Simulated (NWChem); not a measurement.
System: C2H6O2Si; SMILES CC(=O)[SiH2]O

NWChem input:

```
start job
memory heap 200 mb stack 900 mb global 1100 mb
geometry units angstroms noautoz
  C      0.609041    -2.105534     0.000000
  C     -0.154388    -0.801495     0.000000
  O     -1.381531    -0.773464     0.000000
  Si     0.672129     0.955502     0.000000
  O     -0.653382     1.948771     0.000000
  H      1.262554    -2.155438    -0.881262
  H      1.262554    -2.155438     0.881262
  H     -0.079334    -2.955585     0.000000
  H      1.522547     1.126766    -1.208591
  H      1.522547     1.126766     1.208591
  H     -1.452769     1.386244     0.000000
end
basis spherical
  * library def2-svp
end
dft
  xc xcamb88 1.00 lyp 0.81 vwn_5 0.19 hfexch 1.00
  cam 0.33 cam_alpha 0.19 cam_beta 0.46
  iterations 150
  mulliken
end
task dft energy
```

Parts of the log:

```
             Northwest Computational Chemistry Package (NWChem) 7.3.0
             --------------------------------------------------------

 CS  symmetry detected

                             Geometry "geometry" -> ""
                             -------------------------

 Output coordinates in angstroms (scale by  1.889725989 to convert to a.u.)

  No.       Tag          Charge          X              Y              Z
 ---- ---------------- ---------- -------------- -------------- --------------
    1 C                    6.0000     0.56043519    -2.15501546     0.00000000
    2 C                    6.0000    -0.17196920    -0.83330242     0.00000000
    3 O                    8.0000    -1.39810731    -0.77628464     0.00000000
    4 Si                  14.0000     0.69583091     0.90367536     0.00000000
    5 O                    8.0000    -0.60584135     1.92798588     0.00000000
    6 H                    1.0000     1.21258663    -2.22034655    -0.88126200
    7 H                    1.0000     1.21258663    -2.22034655     0.88126200
    8 H                    1.0000    -0.14783241    -2.98856441     0.00000000
    9 H                    1.0000     1.55005808     1.05479810    -1.20859100
   10 H                    1.0000     1.55005808     1.05479810     1.20859100
   11 H                    1.0000    -1.41829642     1.38450362     0.00000000

 Effective nuclear repulsion energy (a.u.)     226.6920884616

      Symmetry information
      --------------------

 Group name             Cs
 Group number              2
 Group order               2
 No. of unique centers     9

                                 NWChem DFT Module
                                 -----------------

 Summary of "ao basis" -> "ao basis" (spherical)
 ------------------------------------------------------------------------------
       Tag                 Description            Shells   Functions and Types
 ---------------- ------------------------------  ------  ---------------------
 C                          def2-svp                 6       14   3s2p1d
 O                          def2-svp                 6       14   3s2p1d
 Si                         def2-svp                 8       18   4s3p1d
 H                          def2-svp                 3        5   2s1p

      Symmetry analysis of basis
      --------------------------

        a'         71
        a"         33

            General Information
            -------------------
          SCF calculation type: DFT
          Wavefunction type:  closed shell.
          No. of atoms     :    11
          No. of electrons :    48
           Alpha electrons :    24
            Beta electrons :    24
          Charge           :     0
          Spin multiplicity:     1
          Use of symmetry is: on ; symmetry adaption is: on
          Maximum number of iterations: 150
          AO basis - number of functions:   104
                     number of shells:    50
          Convergence on energy requested:  1.00D-06
          Convergence on density requested:  1.00D-05
          Convergence on gradient requested:  5.00D-04

              XC Information
              --------------
                     Hartree-Fock (Exact) Exchange  1.000
                   CAM-Becke88 Exchange Functional  1.000
                      VWN V Correlation Functional  0.190 local
              Lee-Yang-Parr Correlation Functional  0.810

           Range-Separation Parameters
           ---------------------------
           Alpha           :  0.19
           Beta            :  0.46
           Gamma           :  0.33
           Short-Range HF  :     F

             Grid Information
             ----------------
          Grid used for XC integration:  medium
          Radial quadrature: Mura-Knowles
          Angular quadrature: Lebedev.
          Tag              B.-S. Rad. Rad. Pts. Rad. Cut. Ang. Pts.
          ---              ---------- --------- --------- ---------
          C                   0.70       49          11.0       434
          O                   0.60       49          12.0       434
          Si                  1.10       88          11.0       590
          H                   0.35       45          12.0       434
          Grid pruning is: on
          Number of quadrature shells:   464
          Spatial weights used:  Erf1

      Superposition of Atomic Density Guess
      -------------------------------------

 Sum of atomic energies:        -516.36614718

      Non-variational initial energy
      ------------------------------

 Total energy =    -518.517490
 1-e energy   =   -1160.870253
 2-e energy   =     415.660674
 HOMO         =      -0.281270
 LUMO         =      -0.040156

      Symmetry analysis of molecular orbitals - initial
      -------------------------------------------------

  Numbering of irreducible representations:

     1 a'          2 a"

  Orbital symmetries:

     1 a'          2 a'          3 a'          4 a'          5 a'
     6 a'          7 a'          8 a"          9 a'         10 a'
    11 a'         12 a'         13 a'         14 a'         15 a'
    16 a"         17 a'         18 a'         19 a'         20 a"
    21 a"         22 a'         23 a"         24 a'         25 a"
    26 a'         27 a'         28 a'         29 a'         30 a"
    31 a'         32 a'         33 a"         34 a'

     ---------------------------------------------
      Total Density - Mulliken Population Analysis
     ---------------------------------------------

    Atom       Charge   Shell Charges
 -----------   ------   -------------------------------------------------------
    1 C    6     6.23   1.99  0.97  0.15  2.07  1.04  0.02
    2 C    6     5.62   1.99  0.96  0.35  1.53  0.71  0.08
    3 O    8     8.71   1.99  1.13  0.69  3.03  1.85  0.01
    4 Si  14    13.17   2.00  1.99  0.96  0.23  5.94  1.04  0.80  0.21
    5 O    8     8.78   1.99  1.11  0.64  3.10  1.94  0.01
    6 H    1     0.87   0.65  0.20  0.03
    7 H    1     0.87   0.65  0.20  0.03
    8 H    1     0.90   0.67  0.21  0.03
    9 H    1     1.09   0.70  0.38  0.01
   10 H    1     1.09   0.70  0.38  0.01
   11 H    1     0.66   0.51  0.08  0.06

   convergence    iter        energy       DeltaE   RMS-Dens  Diis-err
 ---------------- ----- ----------------- --------- --------- ---------
 d= 0,ls=0.0,diis     1   -519.2909474646 -7.46D+02  1.68D-02  1.15D+00
 d= 0,ls=0.0,diis     2   -519.1657545276  1.25D-01  9.99D-03  2.78D+00
 d= 0,ls=0.0,diis     3   -519.4281785546 -2.62D-01  1.36D-03  3.03D-02
 d= 0,ls=0.0,diis     4   -519.4299605215 -1.78D-03  8.09D-04  1.55D-02
 d= 0,ls=0.0,diis     5   -519.4313758665 -1.42D-03  1.80D-04  3.12D-04
  Resetting Diis
 d= 0,ls=0.0,diis     6   -519.4314121012 -3.62D-05  7.11D-05  3.74D-05
 d= 0,ls=0.0,diis     7   -519.4314172891 -5.19D-06  4.28D-05  3.61D-06
 d= 0,ls=0.0,diis     8   -519.4314173914 -1.02D-07  1.27D-05  4.72D-06
 d= 0,ls=0.0,diis     9   -519.4314178727 -4.81D-07  4.83D-06  3.29D-07

         Total DFT energy =     -519.431417872727
      One electron energy =    -1164.736093077947
           Coulomb energy =      469.694430439801
    Exchange-Corr. energy =      -51.081843696218
 Nuclear repulsion energy =      226.692088461637

 Numeric. integr. density =       48.000007446199

                  Occupations of the irreducible representations
                  ----------------------------------------------

                     irrep           alpha         beta
                     --------     --------     --------
                     a'               19.0         19.0
                     a"                5.0          5.0

                       DFT Final Molecular Orbital Analysis
                       ------------------------------------

 Vector   22  Occ=2.000000D+00  E=-4.177105D-01  Symmetry=a'
              MO Center= -5.3D-01,  9.4D-01,  3.5D-16, r^2= 3.5D+00
   Bfn.  Coefficient  Atom+Function         Bfn.  Coefficient  Atom+Function
  ----- ------------  ---------------      ----- ------------  ---------------
    65      0.488843   5 O  py               68      0.333541   5 O  py
    33      0.235340   3 O  py               19      0.166352   2 C  py
    63      0.149280   5 O  s                36      0.140738   3 O  py
    85      0.137493   8 H  s                62      0.129303   5 O  s
     4     -0.116589   1 C  px               18      0.117034   2 C  px

 Vector   23  Occ=2.000000D+00  E=-3.687680D-01  Symmetry=a"
              MO Center=  2.4D-01,  1.5D+00, -3.2D-15, r^2= 2.5D+00
   Bfn.  Coefficient  Atom+Function         Bfn.  Coefficient  Atom+Function
  ----- ------------  ---------------      ----- ------------  ---------------
    66      0.498634   5 O  pz               69      0.374592   5 O  pz
    91      0.233579   9 H  s                96     -0.233579  10 H  s
    90      0.231210   9 H  s                95     -0.231210  10 H  s
    52     -0.150695   4 Si pz               59      0.106136   4 Si d  1
    49      0.075183   4 Si pz               55      0.050215   4 Si pz

 Vector   24  Occ=2.000000D+00  E=-3.148459D-01  Symmetry=a'
              MO Center= -5.4D-01, -6.3D-01, -2.3D-15, r^2= 2.5D+00
   Bfn.  Coefficient  Atom+Function         Bfn.  Coefficient  Atom+Function
  ----- ------------  ---------------      ----- ------------  ---------------
    33      0.495507   3 O  py               36      0.382167   3 O  py
     3      0.285041   1 C  s                19     -0.251582   2 C  py
     5      0.209385   1 C  py               51      0.205678   4 Si py
    17     -0.193031   2 C  s                 8      0.143231   1 C  py
    54      0.139917   4 Si py               45     -0.130647   4 Si s

 Vector   25  Occ=0.000000D+00  E= 9.066265D-04  Symmetry=a"
              MO Center= -3.0D-01, -6.9D-01, -1.3D-16, r^2= 2.3D+00
   Bfn.  Coefficient  Atom+Function         Bfn.  Coefficient  Atom+Function
  ----- ------------  ---------------      ----- ------------  ---------------
    23      0.506891   2 C  pz               20      0.467955   2 C  pz
    37     -0.427810   3 O  pz               34     -0.406825   3 O  pz
    55      0.254797   4 Si pz               91      0.232525   9 H  s
    96     -0.232525  10 H  s                76      0.166862   6 H  s
    81     -0.166862   7 H  s                75      0.119732   6 H  s

 Vector   26  Occ=0.000000D+00  E= 6.538433D-02  Symmetry=a'
              MO Center=  8.4D-01,  6.1D-01,  1.1D-15, r^2= 4.6D+00
   Bfn.  Coefficient  Atom+Function         Bfn.  Coefficient  Atom+Function
  ----- ------------  ---------------      ----- ------------  ---------------
    54      1.043574   4 Si py               17      0.830292   2 C  s
    63     -0.634798   5 O  s                 3      0.484687   1 C  s
    53     -0.386450   4 Si px               76     -0.322654   6 H  s
    81     -0.322654   7 H  s                46     -0.313040   4 Si s
    86     -0.303654   8 H  s                 8     -0.259099   1 C  py

 Vector   27  Occ=0.000000D+00  E= 9.690136D-02  Symmetry=a'
              MO Center=  8.8D-01, -2.1D-01, -2.6D-14, r^2= 6.2D+00
   Bfn.  Coefficient  Atom+Function         Bfn.  Coefficient  Atom+Function
  ----- ------------  ---------------      ----- ------------  ---------------
     3      1.932876   1 C  s                53      1.255174   4 Si px
    76     -0.897221   6 H  s                81     -0.897221   7 H  s
    22      0.641807   2 C  py               91     -0.638113   9 H  s
    96     -0.638113  10 H  s                45      0.422210   4 Si s
    63      0.390396   5 O  s                54      0.356409   4 Si py

     ---------------------------------------------
      Total Density - Mulliken Population Analysis
     ---------------------------------------------

    Atom       Charge   Shell Charges
 -----------   ------   -------------------------------------------------------
    1 C    6     5.96   1.98  0.90  0.06  2.15  0.84  0.03
    2 C    6     6.13   1.99  0.96  0.36  1.96  0.78  0.08
    3 O    8     8.24   1.99  1.10  0.68  2.82  1.63  0.02
    4 Si  14    13.37   2.00  1.98  1.01  0.14  5.93  1.28  0.72  0.31
    5 O    8     8.40   1.99  1.07  0.64  2.90  1.79  0.01
    6 H    1     0.96   0.73  0.20  0.02
    7 H    1     0.96   0.73  0.20  0.02
    8 H    1     0.96   0.73  0.21  0.02
    9 H    1     1.12   0.74  0.37  0.01
   10 H    1     1.12   0.74  0.37  0.01
   11 H    1     0.81   0.64  0.09  0.07

     -------------------------------------------
      Total Density - Lowdin Population Analysis
     -------------------------------------------

    Atom       Charge   Shell Charges
 -----------   ------   -------------------------------------------------------
    1 C    6     6.10   1.96  0.58  0.30  1.92  1.26  0.07
    2 C    6     6.04   1.97  0.66  0.35  1.80  1.09  0.18
    3 O    8     8.16   1.97  0.93  0.65  2.69  1.88  0.03
    4 Si  14    13.47   2.00  1.93  0.64  0.32  5.81  1.29  1.01  0.47
    5 O    8     8.23   1.97  0.87  0.60  2.73  2.04  0.01
    6 H    1     0.95   0.62  0.26  0.07
    7 H    1     0.95   0.62  0.26  0.07
    8 H    1     0.96   0.63  0.27  0.07
    9 H    1     1.11   0.65  0.44  0.02
   10 H    1     1.11   0.65  0.44  0.02
   11 H    1     0.92   0.53  0.20  0.19

     Multipole analysis of the density
     ---------------------------------

     L   x y z        total         alpha         beta         nuclear
     -   - - -        -----         -----         ----         -------
     0   0 0 0     -0.000000    -24.000000    -24.000000     48.000000

     1   1 0 0      0.742917      0.371459      0.371459      0.000000
     1   0 1 0     -0.761977     -0.380988     -0.380988     -0.000000
     1   0 0 1     -0.000000     -0.000000     -0.000000      0.000000

     2   2 0 0    -28.892925    -80.857526    -80.857526    132.822128
     2   1 1 0     -1.635628      2.542101      2.542101     -6.719831
     2   1 0 1     -0.000000     -0.000000     -0.000000      0.000000
     2   0 2 0    -29.846396   -195.181843   -195.181843    360.517289
     2   0 1 1      0.000000      0.000000      0.000000      0.000000
     2   0 0 2    -27.907001    -21.943096    -21.943096     15.979191
```

Level: CAM-B3LYP/def2-SVP. The geometry was optimised at B3LYP/6-31G* (spherical d).
